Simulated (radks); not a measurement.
Question: Charge is removed step by step from the 4p down level of Mo, starting from [Ar] 3d10 4s2 4p(up 3, down 3) 4d5 5s1. All-electron calculation, scalar-relativistic Kohn-Sham, r2SCAN, spin-polarised, spherical densities, finite nucleus; open shells are filled with parallel spins first (spin-orbit coupling, left out, can overturn this in heavy ions); meta-GGA in the generalised Kohn-Sham scheme; Fermi nuclear charge, rms radius 4.4091 fm. Program: a radial shooting solver on a logarithmic mesh with Libxc functionals. At the starting occupation the eigenvalue is -36.649 eV. Estimate the energy to remove one whole electron from this level, the eigenvalue at the end, and how far E(n) bends from a straight line.

Answer: Delta-SCF 41.551 eV; final eigenvalue -46.892 eV; the deviation from the straight line is -1.286 eV at 0.5 electron removed, the largest on the grid computed. Slater's transition state (half an electron removed) gives 41.467 eV. Integrating minus the eigenvalue over the occupation (Janak's theorem) gives 41.568 eV. In this scalar-relativistic scheme the density is built from large components alone, so the theorem holds only approximately. The mean slope of the eigenvalue, de/dn, is 10.2 eV per electron.
